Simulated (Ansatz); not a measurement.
`FC([SiH3])Cl` + `[AsH3]` → `[SiH3][AsH2]` + `FCCl` at 298.15 K and 1 bar (ligand exchange at the Si–C bond).

Gas-phase electronic energies from Ansatz, PBE0-D4/def2-TZVP geometries. CBS: MP2 limit from def2 TZ/QZ plus the TZ coupled-cluster correction, frozen cores. This one scheme is used for every species. For As outer-core shells are correlated without core-valence functions, which leaves a few kJ/mol of doubt a bond. Scalar relativity is left out up to krypton.

```tsv
species	CCSD(T)/CBS energy (Eh)	H − E (kJ/mol)	S (J/(mol·K))
`FC([SiH3])Cl`	-889.08323	136.3	317.5
`[AsH3]`	-2236.79077	67.8	222.9
`[SiH3][AsH2]`	-2527.08228	120.7	293.4
`FCCl`	-598.81139	93.0	264.2
```

H − E and S are ideal-gas, rigid-rotor, harmonic terms from PBE0-D4/def2-TZVP, for one conformer and one mirror image of each species. 1 Eh = 2625.50 kJ/mol, R = 8.31446 J/(mol·K).

By hand: ΔE, ΔH, ΔS and ΔG.

ΔE = (-2527.08228) + (-598.81139) − (-889.08323) − (-2236.79077) = -0.01967 Eh = -51.6 kJ/mol. Δ(H − E) = 120.7 + 93.0 − 136.3 − 67.8 = 9.6, so ΔH = -42.0 kJ/mol. ΔS = 293.4 + 264.2 − 317.5 − 222.9 = 17.2 J/(mol·K). ΔG = -42.0 − 298.15 × (17.2)/1000 = -47.1 kJ/mol.

By hand: the equilibrium constant, and the temperature at which ΔG would vanish if ΔH and ΔS stayed fixed.

log₁₀ K = −ΔG/(RT ln 10) = 8.3. ΔH and −TΔS have one sign here, so there is no such temperature.

ΔH outweighs TΔS. A doubt of 5 kJ/mol in ΔE shifts log₁₀ K by 0.9 here. Other conformers and mirror images would add mixing entropy, several J/(mol·K) or more a flexible species. These are equilibria of isolated gas molecules and say nothing of rates. Largest T1 diagnostic: 0.011 (customary marks: 0.02 for closed shells, 0.045 for open ones).
